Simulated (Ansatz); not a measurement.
Species: C$_{4}$H$_{6}$B (charge 0, doublet). It need not be the lowest isomer of its formula. 
Coordinates optimised at B3LYP-D3(BJ)/def2-TZVP (Ansatz, a quantum-chemistry and plane-wave program):
```xyz
11

C      2.2803    -0.1283    -0.1524
C      1.0777    -0.0369    -0.0660
B     -0.4384     0.0764     0.0424
C     -1.0307     1.4358     0.4175
C     -1.3310    -1.1877    -0.2305
H      3.3378    -0.2091    -0.2284
H     -2.1000     1.5980     0.5147
H     -0.4225     2.3137     0.6076
H     -2.4012    -1.0026    -0.1274
H     -1.0554    -2.0030     0.4472
H     -1.1440    -1.5768    -1.2372
```
Charge 0, spin multiplicity 2.

Basis-set convergence of Hartree-Fock and CCSD correlation energies (hartree) with Ansatz. Cores are frozen in the correlated levels unless marked. Open shells are spin-unrestricted. Spin-orbit coupling is left out. Non-relativistic.

```json
[
 {"basis": "cc-pVDZ", "functions": "100", "E(HF)": "-179.58697", "E(corr, CCSD)": "-0.63429"},
 {"basis": "cc-pVTZ", "functions": "234", "E(HF)": "-179.63617", "E(corr, CCSD)": "-0.75418"},
 {"basis": "cc-pVQZ", "functions": "455", "E(HF)": "-179.64737", "E(corr, CCSD)": "-0.79013"}
]
```

Extrapolating the two largest sets (X = 3 and 4) as X^-3: E(corr) = (64·(-0.79013) - 27·(-0.75418))/37 = -0.8164 Eh, an estimate of the basis-set limit. The largest set recovers 96.8 % of it, the smallest 77.7 %.
